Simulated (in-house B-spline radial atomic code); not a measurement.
The numbers below are computed, except where a source is named.
**O in an electron gas of r_s = 2: phase shifts, screening, friction and resistivity**

A nucleus sits in a uniform electron gas with a rigid positive background. The Kohn-Sham equations are solved self-consistently in the spin-unpolarised LDA (PW92), non-relativistic, on B-splines with outgoing waves at the boundary and partial waves to l = 8. The model has no lattice, no bands and no magnetic solution. Atomic units; δ_l are the phase shifts at the Fermi level, counted so that each bound state adds π, and good to about 0.0005.

The density parameter is r_s = 2 bohr, near that of the valence electrons of Si (4 per atom, density 2.33 g/cm³, mass 28.09 u, which gives r_s = 2.01).

| l | δ_l (rad) |
| --- | --- |
| 0 | 4.8561 |
| 1 | 2.3168 |
| 2 | 0.1082 |
| 3 | 0.0240 |
| 4 | 0.0045 |
| 5 | 0.0011 |
| 6 | 0.0003 |
| 7 | 0.0002 |
| 8 | 0.0001 |

Bound levels below the band bottom (hartree): s -18.05, s -0.3916.

(1) Check the Friedel sum rule, and say where the screening charge sits.

(2) Find the transport cross section and the electronic stopping of a 10 keV O ion (mass 16.0 u).

(3) What residual resistivity would 1 atomic per cent of such centres give in a metal of this density?

Results:

(1) k_F = (9π/4)^(1/3)/r_s = 0.95958. The rule is Z = (2/π) Σ (2l + 1) δ_l. The terms are s 3.091, p 4.425, d 0.344, f 0.107 and 0.039 beyond, in all 8.007 against Z = 8. Bound states hold 4 s, 0 p, 0 d electrons, so the scattering states carry 4.01 in all; where a term is smaller than its bound count, the bound level has drawn weight out of the band.

(2) σ_tr = (4π/k_F²) Σ (l + 1) sin²(δ_l − δ_(l+1)). The terms for l = 0 to 3 are 0.3210, 1.2909, 0.0212, 0.0015, all together 1.6347, so σ_tr = 13.647 × 1.6347 = 22.309 bohr². With n = 3/(4π r_s³) = 0.02984, the friction coefficient is Q = n k_F σ_tr = 0.6388. For v well below v_F = 0.960, dE/dx = Q v; with 24801 eV per u at v = 1, v = √(10000/(24801 × 16.0)) = 0.1587, so dE/dx = 0.10141 hartree/bohr = 52.1 eV/nm. The largest term couples the p and d waves.

(3) Δρ = k_F n_i σ_tr/n in atomic units of 21.74 μΩ·cm. With one host atom per 4 electrons, n_i/n = 0.01/4, so Δρ = 0.9596 × 0.00250 × 22.309 × 21.74 = 1.16 μΩ·cm. This is an atom added to the gas, as on an interstitial site.
